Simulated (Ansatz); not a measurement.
Reaction (ligand exchange at a B–N bond): `BN[SiH2]CO` + `[AsH3]` → `B[AsH2]` + `N[SiH2]CO`

Computed with Ansatz on PBE0-D4/def2-TZVP structures; ΔE is electronic, products minus reactants. CCSD(T)/CBS is the MP2 limit (def2-TZVPP, def2-QZVPP) plus CCSD(T) − MP2 in def2-TZVPP, frozen cores. DFT in def2-TZVPP. B3LYP here is the variant with VWN-RPA as its local correlation; programs differ in this. For As outer-core shells are correlated without core-valence functions, which leaves a few kJ/mol of doubt a bond. Scalar relativity is left out up to krypton. One conformer a species, not always the lowest.

```csv
level,ΔE (kcal/mol),difference from CCSD(T)/CBS
PBE-D4,26.0,-0.2
r2SCAN-D4,26.3,0.1
PBE0-D4,26.0,-0.2
B3LYP-D4,28.1,1.9
ωB97X-V,27.0,0.8
ωB97M-V,27.8,1.6
B2PLYP,27.5,1.3
PBE,25.8,-0.4
r2SCAN,26.2,0.0
PBE0,25.8,-0.4
B3LYP,27.9,1.7
HF/def2-TZVPP,28.4,2.2
MP2/def2-TZVPP,26.5,0.3
SCS-MP2/def2-TZVPP,27.4,1.2
CCSD/def2-TZVPP,27.1,0.9
CCSD(T)/def2-TZVPP,27.0,0.8
HF/def2-QZVPP,28.6,2.4
MP2/def2-QZVPP,26.2,0.0
SCS-MP2/def2-QZVPP,27.1,0.9
HF/CBS(def2),28.6,2.4
MP2/CBS(def2),25.8,-0.4
CCSD/CBS(def2),26.3,0.1
CCSD(T)/CBS,26.2,0
```

Largest T1 diagnostic among the species: 0.014.

In def2-TZVPP, CCSD(T) changes the Hartree–Fock value by −1.4 kcal/mol (the triples alone add −0.1 kcal/mol) and MP2 by −1.8 kcal/mol.
